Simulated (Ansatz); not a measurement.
Program: Ansatz. Geometries: PBE0-D4/def2-TZVP. ΔE: electronic, gas phase. CBS: MP2 limit from def2 TZ/QZ plus the TZ coupled-cluster correction, frozen cores. This one scheme is used for every species. DFT in def2-TZVPP. One conformer a species, not always the lowest.

`BC(F)CN=C` + HCl → `BC(F)CCl` + `C=N`  (substitution at a C–N bond)

```tsv
level	ΔE (kJ/mol)	difference from CCSD(T)/CBS
r2SCAN-D4	10.7	1.1
PBE0-D4	10.8	1.2
ωB97M-V	8.7	-0.9
B2PLYP	9.2	-0.4
PBE	9.0	-0.6
r2SCAN	9.9	0.3
PBE0	9.4	-0.2
HF/def2-TZVPP	5.7	-3.9
CCSD/def2-TZVPP	11.9	2.3
SCS-MP2/def2-QZVPP	9.2	-0.4
CCSD(T)/CBS	9.6	0
```

Largest T1 diagnostic among the species: 0.012.

In def2-TZVPP, CCSD(T) changes the Hartree–Fock value by +6.6 kJ/mol (the triples alone add +0.4 kJ/mol) and MP2 by +7.3 kJ/mol.
